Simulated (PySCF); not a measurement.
Ge(H)(Br)2(Me) (CH4Br2Ge), SMILES [CH3][GeH]([Br])[Br]. Geometry optimised at PBE-D3(BJ)/def2-SVP.

These are PySCF with PBE-D3(BJ)/def2-SVP values and carry that method's errors.

Harmonic wavenumbers (cm⁻¹): 92, 119, 140, 152, 278, 307, 593, 616, 662, 785, 824, 1199, 1370, 1376, 2088, 2990, 3105, 3114. Rotational constants (GHz): 2.555, 0.8391, 0.6766; symmetry number 1.

Question: Work out the zero-point energy and the ideal-gas rigid-rotor harmonic-oscillator thermochemistry at 298.15 K and 1 atm.

Answer: ZPE = ½ Σ hcν = ½ × 19809 cm⁻¹ = 118.49 kJ/mol. H − E(el) = 139.54 kJ/mol. Entropy in J/(mol K): translation 177.53, rotation 124.62, vibration 70.49, total 372.64. G − E(el) = 28.44 kJ/mol. Cp = 99.20 J/(mol K). Modes under 150 cm⁻¹ make the vibrational entropy uncertain.
